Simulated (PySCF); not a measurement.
# Computed data sheet: `C=C1C[C@@]1(C=O)C(N)=O`

Compound: C₆H₇NO₂.
Structure used (GFN2-xTB), in Å, numbered top down from 1:
```
atom  x, y, z in Å
C1    -2.1753    1.0057    0.4234
C2    -1.2308    0.4679   -0.2983
C3    -0.6540    0.0045   -1.5339
C4     0.1609   -0.0981   -0.2311
C5     0.2658   -1.4122    0.4065
O6     1.0574   -1.7455    1.2565
C7     1.2620    0.9353   -0.0825
N8     2.0452    0.7736    0.9974
O9     1.3791    1.8456   -0.8749
H10   -2.0683    1.1559    1.4847
H11   -3.0989    1.3313   -0.0262
H12   -1.0084   -0.9121   -1.9839
H13   -0.2833    0.7451   -2.2303
H14   -0.4959   -2.1296    0.0434
H15    2.0071   -0.0861    1.5287
H16    2.8296    1.3948    1.1092
```

Structural features include: amide, aldehyde, C=C double bond and cyclopropane ring.

From GFN2-xTB geometry:

- Point group of the GFN2-xTB geometry: C1
- Rotational constants A, B, C of the GFN2-xTB geometry: 2.005, 1.670, 1.183 GHz

**PBE0/def2-SVPD ground state and vertical TDDFT (core frozen in the response) (PySCF)**

- Dipole moment: 2.14 D
- HOMO energy: -7.54 eV
- LUMO energy: -1.40 eV
- HOMO–LUMO gap: 6.14 eV
- Lowest singlet excitation: 4.45 eV (278 nm, f = 0.002)
- Strongest line among the 6 lowest singlet transitions: S5 at 6.06 eV (205 nm, f = 0.024)
- Lowest triplet excitation (Tamm–Dancoff): 3.88 eV
- Static isotropic polarisability: 84.3 au
- Electronic spatial extent ⟨r²⟩ about the centre of nuclear charge: 1091 bohr²

**PBE0/pcSseg-1 ground state and GIAO shieldings, non-relativistic (PySCF)**

- Lowest Hirshfeld atomic charge: -0.29 e on O9
- Highest Hirshfeld atomic charge: +0.17 e on C7
- 13C chemical shifts (computed TMS as zero) by class: 203.4 (C5), 167.9 (C7), 141.2 (C2), 111.3 (C1), 43.4 (C4), 18.5 (C3) ppm
- 1H chemical shifts (computed TMS as zero) by class: 8.91 (H14), 8.45 (H15), 5.88 (H11), 5.87 (H10), 4.98 (H16), 3.13 (H13), 1.89 (H12) ppm
- Isotropic shieldings of nuclei other than C and H, by class: 147 (N8), -281 (O6), -54 (O9) ppm
- Mayer bond orders between heavy atoms: C1–C2 2.08, C2–C3 0.94, C3–C4 0.89, C4–C5 0.98, C5–O6 1.93, C4–C7 0.85, C7–N8 1.26, C7–O9 1.92, C4–C2 0.85

Monoisotopic mass from the formula: 125.0477 u.

The largest Löwdin shares of the LUMO are 0.34 on C5, 0.27 on O6, 0.08 on C1 and 0.08 on C2. The rotational constants make it an asymmetric top with κ = (2B − A − C)/(A − C) = 0.18, nearer the oblate limit (+1). The largest Löwdin shares of the HOMO are 0.50 on O9, 0.08 on C4, 0.08 on C7 and 0.07 on C1. The 6 singlets span 4.45 to 6.30 eV, and their oscillator strengths add up to 0.06. No computed singlet falls in the visible range (750 to 380 nm, 1.65 to 3.26 eV); S1 lies 1.19 eV above its blue end. The principal polarisabilities are 75.0, 79.2 and 98.7 au; their mean is the isotropic value. S1 lies 1.69 eV below the HOMO–LUMO gap; its leading configuration is HOMO−2→LUMO, weight 0.42, beside HOMO→LUMO, weight 0.41. The dipole equals about 7.1 × 10⁻³⁰ C·m (1 D = 3.33564 × 10⁻³⁰ C·m).

Geometry: GFN2-xTB, one conformer, isolated molecule.

For the TDDFT job (PBE0/def2-SVPD), hardware: an Intel Xeon at 2.70 GHz with one thread, no GPU, shared host with 64 logical CPUs at a one-minute load of 50. Cost: 67 s of wall time, 0.95 GiB resident at most.
